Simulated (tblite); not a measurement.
Species: C₈H₁₁ (doublet state).
Geometry (GFN2-xTB, Å), atoms numbered from 1 in this order:
```xyz
19
C8H11 angstrom
C      1.4694    0.2600    1.8723
C      1.4183   -0.3001    0.6773
C      0.3519   -0.0375   -0.3653
C      1.0173    0.0811   -1.7493
C     -0.6396   -1.1461   -0.2740
C     -1.9660   -0.6486    0.1562
C     -1.7514    0.8342    0.2256
C     -0.5010    1.1648   -0.0532
H      0.7499    0.9968    2.1879
H      2.2351    0.0018    2.5850
H      2.1464   -1.0472    0.3897
H      1.7350    0.8985   -1.7472
H      0.2628    0.2743   -2.5081
H      1.5352   -0.8420   -1.9988
H     -0.3877   -2.1826   -0.3838
H     -2.2794   -1.0552    1.1288
H     -2.7645   -0.9134   -0.5506
H     -2.5510    1.5109    0.4760
H     -0.0907    2.1594   -0.0759
```

Method: GFN2-xTB as coded in tblite; computed harmonic values from a numerical Hessian at the method's own geometry, unscaled. Against measured fundamentals such values can be off by several per cent, at times by over 20. One conformer, not necessarily the lowest. Open shells enter through the occupations alone, without spin polarisation, and single modes of such species can be off by tens of per cent.

Harmonic wavenumbers (cm⁻¹): 70.3, 106.4, 195.2, 198.1, 259.7, 290.3, 308.5, 382.3, 421.4, 537.3, 583.3, 652.1, 734.7, 767.8, 837.7, 880.9, 884.1, 907.3, 940.1, 958.1, 992.2, 1016.0, 1021.3, 1046.6, 1063.4, 1080.8, 1102.6, 1161.2, 1212.7, 1259.3, 1269.3, 1287.1, 1327.8, 1390.1, 1404.1, 1432.6, 1490.4, 1494.8, 1685.5, 1691.6, 2827.7, 2883.5, 3028.6, 3032.4, 3037.3, 3052.0, 3097.5, 3103.9, 3122.5, 3124.4, 3150.7.

A = 2865, B = 1969, C = 1653 MHz; mass 107.086 u (most abundant isotopes); point group C1, symmetry number 1; spin multiplicity 2.

**Question.** What is the zero-point energy?

**Answer.** Half the sum of the wavenumbers: 34903 cm⁻¹ = 99.79 kcal/mol.

**Question.** What is S at 400 K and 1 bar for an ideal gas of classical rigid rotors and harmonic oscillators?

**Answer.** Translation 41.41, rotation 28.81, vibration 31.32, spin (R ln 2) 1.38: S = 102.9 cal/(mol K).

**Question.** And Cp and H(400 K) − H(0)?

**Answer.** Cp = 45.65 cal/(mol K), of which vibrations give 37.70 (their classical limit is 51 R = 101.3); H(400 K) − H(0) = 10.21 kcal/mol without the zero-point energy, 7.03 from vibrations.

**Question.** What must be added to the electronic energy to get the Gibbs energy at 400 K and 1 bar?

**Answer.** ZPE + [H(400 K) − H(0)] − T·S = 99.79 + 10.21 − 41.17 = 68.83 kcal/mol.

**Question.** Which modes carry the vibrational entropy at 400 K?

**Answer.** 70.3 cm⁻¹: 4.72; 106.4 cm⁻¹: 3.91; 195.2 cm⁻¹: 2.73; 198.1 cm⁻¹: 2.70; 259.7 cm⁻¹: 2.19; 290.3 cm⁻¹: 1.99 cal/(mol K); the other 45 give 13.07 together.

Hindered rotation and anharmonicity are outside this model. Other conformers, if any are populated, would add a mixing term that is left out. The structure is chiral; the term R ln 2 for an equal mix with its mirror image is left out.

On one thread of an Arm Neoverse V1, on a shared host, this took 0.64 s of wall time. This covers the Hessian and the dipole derivatives.
